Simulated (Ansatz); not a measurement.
```yaml
crystal:
  periodic: [false, false, false]
  atoms:
    - {symbol: S, position_ang: [-2.111238, 0.770418, -0.219151]}
    - {symbol: Si, position_ang: [-0.160196, 1.440171, 0.737122]}
    - {symbol: O, position_ang: [0.891262, 0.122896, 0.315704]}
    - {symbol: Si, position_ang: [1.276503, -1.095847, -0.286038]}
    - {symbol: H, position_ang: [-2.384023, -0.080665, 0.095411]}
    - {symbol: H, position_ang: [0.379858, 2.366512, 0.374881]}
    - {symbol: H, position_ang: [2.504971, -1.764922, 0.095441]}
    - {symbol: H, position_ang: [-0.085354, -1.924080, -0.718612]}
basis:
  gaussian: {orbitals: aug-cc-pVDZ, nuclear_model: gaussian}
magnetization: {spin_polarized: true, initial_magnetization: 2}
hamiltonian: {xc: {name: HF}}
correlation: {active_space: {window: {electrons: 3, orbitals: 2}}}
```

```sh
$ ansatz run in.yaml --threads 2 --pin off --events-out ev --progress --plain --max-ram 4352MiB
```

Problem. How does Ansatz answer? (An estimate is asked.)

Solution. Ansatz gave: The program refused the input.
```
Error: invalid value for `correlation.active_space`: it starts from restricted Hartree–Fock orbitals; set hamiltonian.xc: hf without magnetization.spin_polarized
```
